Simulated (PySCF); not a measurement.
C2H9ClOSi2.

```xyz
15

O     -2.6380     0.1152     0.6595
C     -2.2289     1.3166     0.0619
C     -0.9603     1.0353    -0.7218
Si     0.3493     0.1427     0.3072
Si     2.4909     0.4902    -0.5786
Cl     0.0831    -1.9222     0.2549
H     -3.3627     0.2952     1.2655
H     -3.0093     1.7254    -0.6117
H     -2.0199     2.0976     0.8210
H     -1.1779     0.3987    -1.5959
H     -0.5330     1.9759    -1.1084
H      0.2849     0.5904     1.7307
H      3.5176    -0.2528     0.2131
H      2.5260     0.0065    -1.9938
H      2.8384     1.9479    -0.5709
```

The structure is a stationary point at PBE0-D3(BJ)/def2-SVP. The structure was generated by enumeration; whether it is a known compound was not checked. One conformer was computed; it need not be the lowest.

These are PBE/pcSseg-1 in PySCF values and carry that method's errors. Non-relativistic, no solvent.

Computed absolute GIAO shielding of each atom: isotropic value and principal components (ppm):
```tsv
atom	σ(iso)	σ11	σ22	σ33	span
O1	289.6	245.3	254.4	369.1	123.7
C2	113.6	90.4	100.1	150.3	59.9
C3	153.6	137.2	155.0	168.5	31.3
Si4	321.2	262.7	324.1	376.9	114.2
Si5	443.5	429.4	441.8	459.2	29.8
Cl6	940.7	869.6	945.5	1007.1	137.4
H7	31.0	21.4	27.0	44.5	23.2
H8	26.7	21.6	26.2	32.2	10.7
H9	27.2	22.8	26.8	32.1	9.3
H10	29.5	26.4	28.6	33.4	7.1
H11	30.3	25.5	29.7	35.7	10.2
H12	25.7	23.5	23.7	29.8	6.3
H13	27.6	24.3	25.7	32.8	8.5
H14	27.6	24.7	26.1	32.1	7.4
H15	27.8	24.4	25.7	33.2	8.7
```
